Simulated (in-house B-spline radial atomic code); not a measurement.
Atomic self-consistent-field run: S⁺. Level of theory: scalar-relativistic (X2C) SCAN, spin-polarised, spherical fractional occupations, Fermi nucleus of rms radius 3.2611 fm; calculated with an all-electron radial atomic-structure program (B-spline basis).

Command:
```bash
python run_scf.py task.json out
```
Settings (nuclear radius in fm, mass in u):
```
Z                16
configuration    [Ne] 3s2 3p3
hamiltonian      x2c
method           scan,scan
spin_polarised   True
nucleus          fermi
rms_radius       3.2611
atomic_mass      31.97207
speed_of_light   137.035999084
```

Output (hartree, bohr):
```
 radial grid: 75 intervals, B-splines of order 8, outer radius 40.5882 bohr

 iter        energy (Eh)    residual
    1        -398.864252    2.74e-02
    2        -398.866601    1.87e-03
    3        -398.866624    9.66e-04
    4        -398.866628    5.17e-04
    5        -398.866629    5.62e-05
    6        -398.866629    1.62e-05
    7        -398.866629    2.95e-06
    8        -398.866629    7.02e-07
    9        -398.866629    2.49e-07
   10        -398.866629    1.01e-07

 total energy                      -398.86663
 kinetic                             400.6170
 electron-nucleus                   -945.1972
 Hartree                             171.2217
 exchange-correlation                -25.5082

 orbital      occ     eigenvalue          <r>       <r^2>       <1/r>       <r^4>     <1/r^2>       r_max
 1s up      1.000       -89.3025    0.0967198   0.0126091     15.7405 0.000413046     513.106      0.0631
 1s down    1.000       -89.2784    0.0966957   0.0126024     15.7434 0.000412598     513.261      0.0631
 2s up      1.000        -8.3811     0.476713    0.270544      3.0925    0.133379      41.158      0.3875
 2s down    1.000        -8.3668     0.476874    0.270401     3.08776    0.132279     41.0008      0.3879
 2p up      3.000        -6.2838     0.441328    0.243553     2.96493     0.12886     12.3467      0.3259
 2p down    3.000        -6.2562     0.441443    0.243227     2.96148    0.127139     12.3165      0.3266
 3s up      1.000        -1.1028      1.63759      3.0856    0.833784     15.4189     4.33538       1.397
 3s down    1.000        -0.9324      1.65659     3.17531    0.828178     16.7388     4.30362        1.39
 3p up      3.000        -0.6786      1.86422     4.06296    0.719183       28.33     1.17326       1.546
```

Time taken, with all properties: 0.29 s on 1 thread of Arm Neoverse V2, with other jobs on the host.
